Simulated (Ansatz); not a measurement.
Geometry optimisation, RKS BHLYP-D4/def2-SVP (Ansatz).

The input (input.yaml):

```yaml
crystal:
  periodic: [false, false, false]
  atoms:
    - { symbol: Ge, position_ang: [0.271676, 0.043875, 0.02956] }
    - { symbol: Ge, position_ang: [1.067103, -0.027454, 2.279761] }
    - { symbol: H, position_ang: [0.064016, -0.430945, 3.357195] }
    - { symbol: H, position_ang: [2.238661, -1.006266, 2.289912] }
    - { symbol: H, position_ang: [1.588938, 1.376227, 2.602416] }
    - { symbol: H, position_ang: [1.736305, -0.002789, -0.425335] }
    - { symbol: H, position_ang: [-0.51296, 1.245965, -0.474868] }
    - { symbol: Cl, position_ang: [-0.771838, -1.745313, -0.59604] }
basis:
  gaussian: { orbitals: def2-SVP }
hamiltonian:
  xc: { name: BHLYP }
  dispersion: d4
relax:
  f_tol: 0.03
  max_steps: 50
```

Run as:

```bash
$ ansatz run input.yaml --threads 2 --pin off --max-ram 3072MiB --backend cpu --events-out ev --progress --plain --runs-dir out
```

**Question.** Where does it end, and by what steps?

**Answer.** The forces met the threshold. After 5 steps the energy has fallen by 0.295 eV; H6 moved furthest, 0.59 Å.

```csv
step,energy less start (eV),largest force component (eV/Å),accepted
0,0.0000,0.893,yes
1,-0.1722,0.380,yes
2,-0.2580,0.277,yes
3,-0.2867,0.197,yes
4,-0.2913,0.115,yes
5,-0.2950,0.022,yes
```

```xyz
8
Properties=species:S:1:pos:R:3
Ge 0.426 0.073 -0.006
Ge 1.100 -0.017 2.323
H -0.129 -0.305 3.186
H 2.128 -1.134 2.504
H 1.720 1.319 2.746
H 1.602 0.150 -0.982
H -0.580 1.183 -0.313
Cl -0.585 -1.816 -0.395
```

Whether the end is a true minimum wasn't checked by a vibrational analysis.

Run time: 21 s on 2 threads of Arm Neoverse V1 (shared host), peak memory 0.27 GiB.
